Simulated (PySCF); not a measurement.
PySCF 2.14 output of an unrestricted M06 calculation on a single atom or ion in aug-cc-pwCVTZ-DK with one added diffuse shell each of s, p, d, f, g type (11s10p8d5f4g, 152 functions), with the spin-free X2C one-electron Hamiltonian (Gaussian nucleus):

```
SCF conv_tol = 1e-09
number electrons alpha = 15  beta = 10
    Y. Zhao and D. G. Truhlar.,  Theor. Chem. Acc. 120, 215 (2008)
    Y. Zhao and D. G. Truhlar.,  Theor. Chem. Acc. 120, 215 (2008)
cycle= 1 E= -1158.20969426125  delta_E= -0.0167  |g|= 0.0341  |ddm|= 0.733
cycle= 2 E= -1158.21328829916  delta_E= -0.00359  |g|= 0.0427  |ddm|= 0.495
cycle= 3 E= -1158.20969786108  delta_E= 0.00359  |g|= 0.0147  |ddm|= 0.425
cycle= 4 E= -1158.20905428452  delta_E= 0.000644  |g|= 0.00764  |ddm|= 0.141
cycle= 5 E= -1158.20905626643  delta_E= -1.98e-06  |g|= 0.0064  |ddm|= 0.00433
cycle= 6 E= -1158.20903983647  delta_E= 1.64e-05  |g|= 0.00136  |ddm|= 0.0293
cycle= 7 E= -1158.20918764944  delta_E= -0.000148  |g|= 0.00617  |ddm|= 0.0641
cycle= 8 E= -1158.20904212674  delta_E= 0.000146  |g|= 0.000775  |ddm|= 0.0582
cycle= 9 E= -1158.20903990529  delta_E= 2.22e-06  |g|= 0.000126  |ddm|= 0.00742
cycle= 10 E= -1158.20903989469  delta_E= 1.06e-08  |g|= 6.98e-05  |ddm|= 0.00144
cycle= 11 E= -1158.20903988387  delta_E= 1.08e-08  |g|= 2.65e-05  |ddm|= 0.000526
cycle= 12 E= -1158.20903988246  delta_E= 1.41e-09  |g|= 3.87e-06  |ddm|= 0.00024
cycle= 13 E= -1158.20903988243  delta_E= 2.75e-11  |g|= 8.95e-07  |ddm|= 3.57e-05
converged SCF energy = -1158.20903988243  <S^2> = 8.7540183  2S+1 = 6.0013393
```

The run itself started from symmetry-adapted Hartree-Fock orbitals and held the occupation by maximum overlap, on a logarithmic radial grid, so the iterations belong to that start.

Problem. Which element, charge and spin multiplicity is this?

Solution. Mn (manganese, neutral), multiplicity 6; the state was [Ar] 3d4 4s2 4p1, one real determinant (an excited configuration).

⟨L²⟩ = 8.02 against 12 for a pure F term, so this real determinant mixes terms.
